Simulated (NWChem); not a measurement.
A series in which one site is exchanged, each optimised at PBE0/def2-SVP with NWChem, gas phase unless a solvent is named. Some are not confirmed as minima by frequencies. def2 effective core potentials on Bi; no spin-orbit coupling.

A: [F][Bi]([Cl])[Cl] (BiCl2F; site = F)
B: [Cl][Bi]([Cl])[Br] (BiBrCl₂; site = Br)
C: [Cl][Bi]([Cl])[Cl] (BiCl3; site = Cl)
D: [Cl][BiH][Cl] (BiHCl2; site = H)

Question: Rank them by static polarisability, CAM-B3LYP/def2-SVPD (bohr³), lowest first.

Answer: A (72.5), D (75.8), C (89.3), B (98.5)
